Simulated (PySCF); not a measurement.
## Ions at one geometry of [Hf(OH)3(H2O)]+

PySCF 2.14.0, RKS PBE0, Hf def2-SVP with ECP60, O def2-SVP, H def2-SVP; non-relativistic Hamiltonian with scalar-relativistic core potentials where named; density fitting; no spin-orbit coupling; singlets restricted, open shells unrestricted. The geometry is relaxed for charge +1, singlet, vacuum:

```xyz
10

Hf    0.0020   -0.1056    0.0431
O     1.1053    1.1084    0.9937
H     1.7242    1.5367    1.5904
O    -1.2304   -1.0453    1.1299
H    -1.7085   -1.6160    1.7361
O     0.9341   -1.2496   -1.1430
H     1.4874   -1.8982   -1.5857
O    -1.1739    1.2828   -1.2266
H    -1.1353    2.2514   -1.1689
H    -1.8040    1.0597   -1.9306
```

Energies count from the relaxed state; an electron taken off or put on is at rest in vacuum. Charges and spins are Mulliken's.

```tsv
state	energy (eV)	spin squared	charge on Hf1 (e)	spin on Hf1 (e)	dipole about the centre of mass (D)
charge +1, singlet, vacuum	0.00	0.00	1.31	0.00	4.26
charge +2, doublet, vacuum	15.49	0.77	1.52	-0.17	2.41
```

Q: What does the state charge 0, doublet, vacuum give?

A: energy (eV) -3.66, spin squared 0.75, charge on Hf1 (e) 0.61, spin on Hf1 (e) 0.83, dipole about the centre of mass (D) 0.62.

With an electron taken off (doublet) the charges change, summed by element, by Hf +0.21 e, O +0.55 e, H +0.24 e. The vertical ionisation energy is 15.49 eV, against −ε(HOMO) = 13.32 eV of the relaxed state. The level lies 2.2 eV too high, as is usual for semilocal functionals and global hybrids, which keep a self-interaction error.

With an electron put on (doublet) the charges change, summed by element, by Hf -0.70 e, O +0.09 e, H -0.39 e. The vertical electron affinity is 3.66 eV, against −ε(LUMO) = 5.24 eV of the relaxed state.

Open shells may have lower solutions than those found.
